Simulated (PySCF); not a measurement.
Radial density of Kr (krypton, neutral)

UHF, [Kr], closed-shell 1S. All numbers are calculated (PySCF 2.14, a scalar-relativistic core potential, in aug-cc-pVDZ-PP with ECP10MDF). This is the valence pseudo-density: the core potential removes the inner electrons and smooths the orbitals near the nucleus.

```json
{"r (bohr)": "0.000619", "4πr²ρ (e/bohr)": "5.421e-05"}
{"r (bohr)": "0.00104", "4πr²ρ (e/bohr)": "0.0001531"}
{"r (bohr)": "0.00175", "4πr²ρ (e/bohr)": "0.0004313"}
{"r (bohr)": "0.00295", "4πr²ρ (e/bohr)": "0.001205"}
{"r (bohr)": "0.00495", "4πr²ρ (e/bohr)": "0.003291"}
{"r (bohr)": "0.00833", "4πr²ρ (e/bohr)": "0.008469"}
{"r (bohr)": "0.0140", "4πr²ρ (e/bohr)": "0.01891"}
{"r (bohr)": "0.0236", "4πr²ρ (e/bohr)": "0.03373"}
{"r (bohr)": "0.0397", "4πr²ρ (e/bohr)": "0.05844"}
{"r (bohr)": "0.0667", "4πr²ρ (e/bohr)": "0.1984"}
{"r (bohr)": "0.112", "4πr²ρ (e/bohr)": "1.444"}
{"r (bohr)": "0.189", "4πr²ρ (e/bohr)": "8.291"}
{"r (bohr)": "0.317", "4πr²ρ (e/bohr)": "28.27"}
{"r (bohr)": "0.534", "4πr²ρ (e/bohr)": "32.53"}
{"r (bohr)": "0.898", "4πr²ρ (e/bohr)": "8.933"}
{"r (bohr)": "1.51", "4πr²ρ (e/bohr)": "5.489"}
{"r (bohr)": "2.54", "4πr²ρ (e/bohr)": "1.971"}
{"r (bohr)": "4.27", "4πr²ρ (e/bohr)": "0.1457"}
{"r (bohr)": "7.19", "4πr²ρ (e/bohr)": "0.0004056"}
```

Energies and moments cover only the electrons outside the core potential.
